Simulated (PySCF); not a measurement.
# Deuteron quadrupole couplings in `C#C[C@H]1CC[CH2][AlH]1`

C6H9Al.
Numbering: `[CH:1]#[C:2][C@H:3]1[CH2:4][CH2:5][CH2:6][AlH:7]1` (hydrogens: H8 on C1; H9 on C3; H10, H11 on C4; H12, H13 on C5; H14, H15 on C6; H16 on Al7)

Structure used (PBE0-D3(BJ)/def2-SVP), in Å, numbered top down from 1:
```xyz
16
C6H9Al angstrom
C      3.3054   -0.5225    0.2723
C      2.1894   -0.3154   -0.1628
C      0.8473   -0.0376   -0.6161
C     -0.2299   -1.0543   -0.1657
C     -1.6320   -0.4323   -0.2294
C     -1.6882    0.8886    0.5624
Al     0.0863    1.6301    0.1595
H      4.2960   -0.7117    0.6401
H      0.8369    0.0481   -1.7205
H     -0.0170   -1.3535    0.8759
H     -0.1820   -1.9789   -0.7649
H     -2.3794   -1.1624    0.1256
H     -1.8830   -0.2363   -1.2881
H     -2.5668    1.5028    0.3100
H     -1.7642    0.6814    1.6473
H      0.7624    3.0511    0.3654
```

Level: PBE0/pcSseg-1 (PySCF, non-relativistic); Q(2H) = 0.00286 b; rigid geometry, the same for H and D, with no vibrational averaging.

Task: Rank these positions by the coupling χzz of a deuteron there, largest first.
A. H8 (alkyne hydrogen)
B. H13 (methylene hydrogen)
C. H15 (methylene hydrogen)
D. H14 (methylene hydrogen)
E. H16 (Al–H hydrogen)

Result: A (234 kHz), D (203 kHz), C (196 kHz), B (189 kHz), E (74 kHz).

Task: What are Vzz, η and χzz (234.96 MHz × Q × Vzz) at all hydrogens?

Result: 
| atom | bonded to | bond length (Å) | Vzz (au) | η | χzz (kHz) |
| --- | --- | --- | --- | --- | --- |
| H8 | C1 | 1.074 | 0.3479 | 0.02 | 234 |
| H9 | C3 | 1.108 | 0.2869 | 0.07 | 193 |
| H10 | C4 | 1.104 | 0.2812 | 0.02 | 189 |
| H11 | C4 | 1.103 | 0.2868 | 0.01 | 193 |
| H12 | C5 | 1.104 | 0.2868 | 0.01 | 193 |
| H13 | C5 | 1.106 | 0.2819 | 0.01 | 189 |
| H14 | C6 | 1.101 | 0.3018 | 0.06 | 203 |
| H15 | C6 | 1.107 | 0.2918 | 0.05 | 196 |
| H16 | Al7 | 1.587 | 0.1094 | 0.06 | 74 |

Task: Average by the element that carries the hydrogen.

Result: on C: 199 kHz over 8 positions, mean bond length 1.101 Å; on Al: 74 kHz over 1 position, mean bond length 1.587 Å.

Task: How does χzz go with the bond length over the 8 C–H bonds?

Result: A straight-line fit has a slope of -12.7 kHz for each 0.01 Å, with a correlation coefficient of -0.96, over lengths from 1.074 to 1.108 Å. The longer bonds have the smaller couplings here.

Isolated species at its PBE0-D3(BJ)/def2-SVP geometry (one conformer only). A larger basis could move these couplings by a tenth or more.

These values come from a run that also computed NMR shieldings. Hardware: an Arm Neoverse N1 with one thread, no GPU, shared host. Cost: 41 s wall, 0.82 GiB resident at most.
